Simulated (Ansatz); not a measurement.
## BrClGeSi: where a starting geometry ends

The starting geometry of this gas-phase singlet was optimised with GFN2-xTB.

```xyz
4

Br    0.5564   -2.1788    0.2429
Cl   -0.4512    1.3352    0.3076
Ge    0.4764   -0.3216   -1.3132
Si    1.8466    0.8380    0.3868
```

Question: Predict what becomes of its bonds when it is optimised with PBE0-D3(BJ)/def2-SVP.

Answer: A new bond forms, giving a structure with Br1 bridging Si4 and Ge3, Cl2 bridging Ge3 and Si4, given below by its coordinates. Contacts that close: Br1–Si4 (3.28 → 2.50 Å).

The energy falls by 0.49 eV over 9 steps:

```csv
step,E − E(last) (eV)
1,0.494
2,0.222
3,0.036
4,0.023
5,0.004
6,0.002
7,0.000
8,0.000
9,0.000
```

Final geometry (Å):

```tsv
atom	x (Å)	y (Å)	z (Å)
Br	0.7274	-1.8443	0.4288
Cl	-0.4489	1.2573	0.2908
Ge	0.4147	-0.1810	-1.5205
Si	1.7351	0.4409	0.4251
```

Frequencies at the end are all real (lowest 134 cm⁻¹). Run with Ansatz 0.2.0, 21 s on 1 thread of Intel(R) Xeon(R) 6975P-C (Granite Rapids), with other jobs on the host.
